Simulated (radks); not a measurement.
Results of a calculation; reference values are marked as such.
Question: Ionisation of the niobium ion Nb+, [Kr] 4d4, to Nb2+, [Kr] 4d3, under several functionals. Scalar-relativistic Kohn-Sham, spin-polarised, spherical densities, point nucleus; open shells are filled with parallel spins first (spin-orbit coupling, left out, can overturn this in heavy ions); a radial shooting solver on a logarithmic mesh with Libxc functionals. Known Delta-SCF values: SOGGA 14.841 eV; BP86 14.985 eV. What does PBE give, and what is its highest occupied eigenvalue?

Answer: 14.922 eV by Delta-SCF; the 4d eigenvalue is -10.150 eV. NIST: 14.320 eV (semi-empirical).
